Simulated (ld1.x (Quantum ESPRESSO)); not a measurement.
What one change does to a pseudopotential (phosphorus, TM)

| Quantity | Value |
| --- | --- |
| Element | phosphorus (P) |
| Generator | ld1.x (Quantum ESPRESSO) 7.5 |
| Type | norm-conserving Troullier–Martins (Kleinman–Bylander form) |
| Functional | BLYP |
| Relativity | scalar-relativistic |
| Frozen core | [Ne] |
| Valence charge | 5 |
| Reference configuration | 3s2 3p2.5 (charge +0.5) |
| Partial waves | 3p (bound): rc 1.70 bohr; 3s (bound): rc 1.65 bohr |
| Local potential | the s channel |
| Core correction | none |

Change: functional PBE.

Cutoffs: the cutoffs (Ry, on a coarse ladder) from which the occupation-weighted sum of valence levels, in a spherical-Bessel basis at the reference potential, stays within 10 and 1 mRy of its value at 400 Ry; they do not see the model core or the augmentation charge, which bear on the density cutoff. Errors are all-electron minus pseudo energies relative to the spin-unpolarised reference configuration.

Question: Predict the effect on cutoff, ghosts and configuration errors.

Answer: The potential gets neither clearly harder nor softer (25 Ry and 50 Ry → 25 Ry and 50 Ry); of the 7 tests that both files solve, the error grows in 0 and shrinks in 7 by more than 15 % and 0.3 meV (median size 2.4 → 1.1 meV); neither file shows a bound ghost.

```tsv
quantity	base	changed
cutoff, loose	25 Ry	25 Ry
cutoff, tight	50 Ry	50 Ry
bound ghosts	none	none
error for 3s2 3p3, meV [ΔE -3.70 → -3.77 eV]	+1.1	+0.6
error for 3s2 3p2, meV [ΔE 5.88 → 5.95 eV]	+1.3	+0.4
error for 3s2 3p1, meV [ΔE 24.89 → 25.10 eV]	+23	+9.5
error for 3s0 3p5, meV [ΔE 13.56 → 13.43 eV]	+2.4	-0.2
error for 3s1 3p0, meV [ΔE 106.63 → 106.85 eV]	+452	+206
error for 3s2 3p0, meV [ΔE 54.56 → 54.84 eV]	+113	+47
error for 3s2 3p3.3, meV [ΔE -4.96 → -5.08 eV]	+2.2	+1.1
s: phases at 1.84 bohr within 0.05 rad from the reference energy up to (Ry; the scan ends near 5)	4.1	4.1
p: phases at 1.84 bohr within 0.05 rad from the reference energy up to (Ry; the scan ends near 5)	4.6	4.6
```
